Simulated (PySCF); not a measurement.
Several species in one continuum solvent.

Computed with PySCF at PBE0/pcSseg-1, non-relativistic, each on one gas-phase PBE0-D3(BJ)/def2-SVP geometry that isn't relaxed in the solvent. The solvent is an IEF-PCM continuum (cavity from Bondi-type radii × 1.2). Specific hydrogen bonds and non-electrostatic terms are outside this model.

Question: Order them by E(solvent) − E(gas) in acetone (ε = 20.49), most negative first (kcal/mol).
A. `[CH:1]#[C:2]/[C:3]([CH:4]=[CH2:5])=[C:6](/[CH3:7])[C:8]#[N:9]` with C2–C3–C4–C5 0°
B. ortho-tolunitrile, `CC1=CC=CC=C1C#N`
C. `C1=CC=C2NC=CC2=C1` (indole)

Answer: A (-8.0), C (-6.9), B (-6.3).

| SMILES | charge | ΔE (kcal/mol) | polarisation term (kcal/mol) | HOMO shift (eV) | dipole gas (D) | dipole solvent (D) | atoms |
| --- | --- | --- | --- | --- | --- | --- | --- |
| C#C/C(C=C)=C(/C)C#N | 0 | -8.0 | -9.6 | +0.01 | 4.37 | 5.89 | 16 |
| c1ccc2[nH]ccc2c1 | 0 | -6.9 | -8.1 | -0.11 | 2.23 | 3.13 | 16 |
| Cc1ccccc1C#N | 0 | -6.3 | -7.6 | +0.11 | 4.29 | 5.66 | 16 |

The polarisation term is half the interaction of the solute with the induced surface charges.
